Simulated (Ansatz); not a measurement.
Molecule: sum formula SiN₂H₄F (charge 0, doublet). It need not be the lowest isomer of its formula. 
Geometry from a B3LYP-D3(BJ)/def2-TZVP (Ansatz, a first-principles code) optimisation:
```xyz
8

Si    -0.0201    -0.2796    -0.2846
F     -0.5060    -1.0636     1.0465
N     -0.9953     1.0349    -0.7665
N      1.4990     0.3791     0.1737
H     -1.8260     0.9077    -1.3199
H     -0.9969     1.9069    -0.2562
H      2.1056    -0.1458     0.7856
H      2.0265     0.9203    -0.4943
```
Charge 0, spin multiplicity 2.

Basis-set convergence of Hartree-Fock and CCSD correlation energies (hartree) with Ansatz. Correlated levels leave the core frozen unless marked. UHF or UKS for open shells. Spin-orbit coupling is left out. No relativistic terms.

| basis | functions | E(HF) | E(corr, CCSD) |
|---|---|---|---|
| cc-pV(D+d)Z | 85 | -499.69728 | -0.63414 |
| cc-pV(T+d)Z | 185 | [?] | [?] |

Fill in the missing entries.


- cc-pV(T+d)Z, E(HF): -499.80030
- cc-pV(T+d)Z, E(corr, CCSD): -0.79834
